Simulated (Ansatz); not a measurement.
Gas-phase electronic energies from Ansatz, PBE0-D4/def2-TZVP geometries. CCSD(T)/CBS is the MP2 limit (def2-TZVPP, def2-QZVPP) plus CCSD(T) − MP2 in def2-TZVPP, frozen cores. This one scheme is used for every species. Functionals use def2-TZVPP. B3LYP here is the variant with VWN-RPA as its local correlation; programs differ in this. For Ge outer-core shells are correlated without core-valence functions, which leaves a few kJ/mol of doubt a bond. Scalar relativity is left out up to krypton. One conformer a species, not always the lowest.

`N#[C][GeH]([F])[Cl]` + CH₃OH → `C[O][GeH]([F])[C]#N` + HCl  (ligand exchange at a Ge–Cl bond)

`N#[C][GeH]([F])[Cl]`:

```xyz
6

N     1.045    1.152    1.986
C     0.568    0.655    1.065
Ge   -0.284   -0.142   -0.452
F     0.896   -0.128   -1.701
Cl   -0.708   -2.158    0.013
H    -1.516    0.621   -0.911
```

CH₃OH:

Z-matrix (Å, degrees):
```
C
O 1 1.409
H 1 1.097 2 112.4
H 1 1.090 2 107.0 3 -118.5
H 1 1.097 2 112.4 3 123.0
H 2 0.959 1 108.5 3 -61.6
```

`C[O][GeH]([F])[C]#N`:

Cartesian coordinates in Å:
```
C -1.550 0.872 -0.040
O -0.249 0.623 0.466
Ge 0.709 -0.677 -0.190
F 1.150 -0.294 -1.814
C 2.329 -0.654 0.826
N 3.298 -0.691 1.444
H -2.018 1.607 0.617
H -1.511 1.280 -1.054
H -2.170 -0.032 -0.043
H 0.012 -2.034 -0.210
```

HCl:

```xyz
2

Cl   -0.638   -0.008   -0.034
H     0.638    0.008    0.034
```

```csv
level,ΔE (kJ/mol)
r2SCANh-D4,31.3
B2PLYP,27.7
r2SCAN,31.0
PBE0,36.4
B3LYP,31.3
HF/def2-TZVPP,31.1
HF/def2-QZVPP,30.3
SCS-MP2/def2-QZVPP,25.0
```

(1) What does CCSD(T)/CBS give? (An estimate is asked.)

Largest T1 diagnostic among the species: 0.013.

Results:

(1) Computed: +25.7 kJ/mol. The listed levels differ from it by 5.6, 2.0, 5.3, 10.7, 5.6, 5.4, 4.6, -0.7 kJ/mol.

Leaving LDA and LC-ωPBE aside and taking each functional with its dispersion term where it has one, the values, not all of them listed here, spread over 9.9 kJ/mol, from CAM-B3LYP-D4 to HSE06-D4. LDA lies −6.4 kJ/mol from PBE without D4. In def2-TZVPP, CCSD(T) changes the Hartree–Fock value by −8.0 kJ/mol (the triples alone add −0.6 kJ/mol) and MP2 by −6.0 kJ/mol.
